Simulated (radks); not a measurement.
All-electron atom: the magnesium ion Mg9+ in 2s1 3d2 (not the ground configuration). Calculated with a radial shooting solver on a logarithmic mesh with Libxc functionals: Dirac Kohn-Sham, BLYP, spin-unpolarised, spherical densities, point nucleus; open shells fill j = l - 1/2 first.

Normalised radial functions P(r) = r R(r) (large component), r in bohr:

```
   r/bohr * 2s1/2, o 3d5/2 (the largest magnitude, 1.48, reaches the edge; | marks zero, & curves that meet)
 0.007075                             o  *
 0.008711                             o   *
  0.01081                             o    *
  0.01331                             o     *
  0.01652                             o      *
  0.02034                             o       *
  0.02525                             o         *
  0.03108                             o          *
  0.03827                             o           *
   0.0475                             o            *
  0.05848                             o             *
  0.07258                             o             *
  0.08936                             o            *
     0.11                             |o        *
   0.1365                             |o   *
   0.1681                            *| o
   0.2086                     *       |  o
   0.2569             *               |    o
   0.3163      *                      |       o
   0.3925  *                          |          o
   0.4833  *                          |             o
   0.5998      *                      |                o
   0.7385             *               |                  o
   0.9166                    *        |                  o
    1.128                         *   |                o
    1.389                           * |           o
    1.724                             *      o
    2.123                             *  o
    2.635                             *o
    3.244                             &
```

2s1/2: eigenvalue -412.28 eV, 1 radial node at r = 0.165 bohr, <r> = 0.507 bohr, 90 % of the charge inside 0.773 bohr. 3d5/2 (empty): eigenvalue -152.65 eV, 0 radial nodes, <r> = 0.961 bohr, 90 % of the charge inside 1.46 bohr.
